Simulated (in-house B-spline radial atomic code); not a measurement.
RPA and G0W0 on r2SCAN: Cd7+

Configuration [Kr] 4d5, highest spin, mean-field start r2SCAN. Computed with an all-electron radial atomic-structure program (B-spline basis): all electrons, scalar-relativistic (spin-free one-electron X2C), finite nucleus, each spin shell either full or empty, empty states to l = 9 with an (l + 1/2)⁻⁴ tail; G0W0 by contour deformation at full frequency.

Command:
```bash
python run_gw.py task.json out
```
Settings (radii: box in bohr, nucleus in fm):
```
Z                        48
electrons                41
configuration            [Kr] 4d5
hamiltonian              x2c
method                   r2scan
lmax                     9
rms_radius               4.6087
spin_polarised           True
box_radius               8.41
intervals                66
```

Cost of the run: 6.3 s on 1 thread of AMD EPYC 7R43 64-Core Processor, with other jobs on the host.

Energies (hartree):

| term | value |
| --- | --- |
| mean-field total | -5580.07494 |
| Hartree-Fock functional on these orbitals | -5577.82501 |
| direct second order | -3.5007 |
| second-order exchange | 1.005 |
| SOSEX correction | 0.94825 |

**Question.** What is the RPA correlation energy, and what remains with SOSEX?

**Answer.** RPA gives -3.1518 hartree (-2.09 eV per electron); RPA + SOSEX gives -2.2035, and the second-order doubles -2.4958 hartree (no singles). RPA lacks exchange-type terms and so overcorrelates at short range.

Quasi-particle levels (eV):

```tsv
level	occupied	mean field	Σx - vxc	Σc	QP weight	G0W0
4d up	yes	-122.11	-9.72	?	?	?
4p down	yes	-177.23	-10.03	-0.43	0.959	-187.69
4d down	no	-114.46	11.91	-3.94	0.968	-106.49
```

G0W0 = mean field + (Σx - vxc) + Σc, with Σc (partial-wave tail included) taken at the quasi-particle energy. Only the outer levels were computed. Levels of low weight are left out.

**Question.** Where does G0W0 put 4d up?

**Answer.** At -131.94 eV, with Σc = -0.11 eV and a quasi-particle weight of 0.968. The tabulated removal energy is 130.1 ± 2.1 eV (NIST, tabulated theory); the calculation leaves out spin-orbit coupling, Breit and QED terms, and what these don't explain is the method's own error.
